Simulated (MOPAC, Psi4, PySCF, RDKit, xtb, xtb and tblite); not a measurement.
Two geometries of SMILES CO/C=C\c1ccccc1 (C₉H₁₀O), relaxed at GFN2-xTB with one dihedral held; other torsions can differ between them too.

Structure A

```
20

C      3.8434    -0.6460    -0.7193
O      2.4501    -0.4450    -0.6547
C      1.9391     0.3733     0.2952
C      2.5013     1.3385     1.0228
C      3.8504     1.9065     0.9210
C      4.3317     2.4034    -0.2889
C      5.5912     2.9703    -0.3664
C      6.3870     3.0568     0.7627
C      5.9089     2.5890     1.9761
C      4.6488     2.0279     2.0570
H      3.9840    -1.5985    -1.2307
H      4.3467     0.1444    -1.2833
H      4.2820    -0.6957     0.2806
H      0.8934     0.1289     0.4424
H      1.8836     1.7742     1.7968
H      3.6982     2.3696    -1.1644
H      5.9504     3.3519    -1.3116
H      7.3710     3.4975     0.7009
H      6.5209     2.6656     2.8633
H      4.2770     1.6650     3.0050
```

Structure B

```
20

C      3.6665     0.2382    -1.3106
O      2.3048     0.0680    -0.9962
C      1.8515     0.3960     0.2351
C      2.4614     0.8879     1.3117
C      3.8961     1.0917     1.5724
C      4.7793     0.0165     1.6340
C      6.1178     0.2198     1.9183
C      6.5931     1.4979     2.1558
C      5.7187     2.5718     2.1221
C      4.3805     2.3698     1.8416
H      3.7375     0.1151    -2.3911
H      4.0191     1.2343    -1.0307
H      4.2931    -0.5101    -0.8183
H      0.7748     0.2736     0.2407
H      1.8168     1.1660     2.1355
H      4.4059    -0.9862     1.4780
H      6.7912    -0.6242     1.9610
H      7.6385     1.6561     2.3763
H      6.0817     3.5705     2.3178
H      3.6989     3.2086     1.8162
```

Task: Which is lower in energy at the level PBE0-D3(BJ)/def2-SVP // GFN2-xTB in Psi4 1.11, and by how much?

Result: A is lower, by 2.23 kJ/mol (dihedral C1–O2–C3–C4: 20° in A, 0° in B).

E(B) − E(A) in kJ/mol at the other levels, on the same two geometries: GFN2-xTB (xtb and tblite) 0.26; MMFF94 // GFN2-xTB (RDKit) -3.20; PBE0/def2-SVP // GFN2-xTB (Psi4) 2.19; PBE/def2-SVP // GFN2-xTB (Psi4) 2.44; PBE-D3(BJ)/def2-SVP // GFN2-xTB (Psi4) 2.52; UFF // GFN2-xTB (RDKit) 4.03; AM1, restricted, heats of formation // GFN2-xTB (MOPAC) -0.59; PM3, restricted, heats of formation // GFN2-xTB (MOPAC) -1.83; GFN1-xTB // GFN2-xTB (xtb) 0.38; restricted B3LYP/6-31G*, spherical d, density fitting // GFN2-xTB (PySCF) 2.45; restricted Hartree-Fock/LANL2DZ, density fitting // GFN2-xTB (PySCF) 2.10; restricted MP2 (frozen core)/3-21G // GFN2-xTB (PySCF) 0.90; restricted Hartree-Fock/STO-3G // GFN2-xTB (PySCF) 0.93.
